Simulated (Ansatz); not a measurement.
A geometry relaxed with Ansatz (a first-principles code) with B3LYP-D3(BJ)/def2-TZVP, charge 0, multiplicity 2:

```xyz
6

H     -0.7520    -0.7658    -0.7376
C     -0.6855     0.0380    -0.0043
Ga     1.2075     0.7827    -0.1483
F      2.4382    -0.4994     0.0778
H     -1.4286     0.8076    -0.1926
H     -0.7797    -0.3631     1.0050
```

Write the SMILES of this molecule.

`[CH3][Ga][F]`
